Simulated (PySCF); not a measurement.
Species: protonated hexamethylenetetramine, C₆H₁₃N₄ (charge +1).
SMILES: `C1N2CN3CN1C[NH+](C2)C3`

All values: PBE0/pcSseg-1 (PySCF, non-relativistic), on one gas-phase PBE0-D3(BJ)/def2-SVP geometry that isn't relaxed in the solvent. The solvent is an IEF-PCM continuum (Bondi radii, 1.10 Å for H, scaled by 1.2). Specific hydrogen bonds and non-electrostatic terms are outside this model.

```tsv
run	E − E(gas) (kJ/mol)	HOMO (eV)	HOMO–LUMO gap (eV)
gas	0.00	-11.22	7.41
P	-259.23	-7.19	8.17
Q	-256.61	-7.23	8.16
```

Task: The runs were made in dimethylsulfoxide and water. Which run belongs to which solvent?

Result: P = water, Q = dimethylsulfoxide. The dielectric constants are 46.83 (dimethylsulfoxide), 78.36 (water), and the energy falls further as ε rises. In this model the ground state sees the solvent through ε alone.

Task: How constant is the ratio of the lowering to 1 − 1/ε?

Result: 
```
          solvent  1 − 1/ε  E − E(gas) (kJ/mol)  ratio (kJ/mol)  polarisation term (kJ/mol)
dimethylsulfoxide    0.979              -256.61          -262.2                     -267.10
            water    0.987              -259.23          -262.6                     -270.10
```

The ratio changes by +0.1 % in size from dimethylsulfoxide to water. The polarisation term is half the interaction of the solute with the induced surface charges.
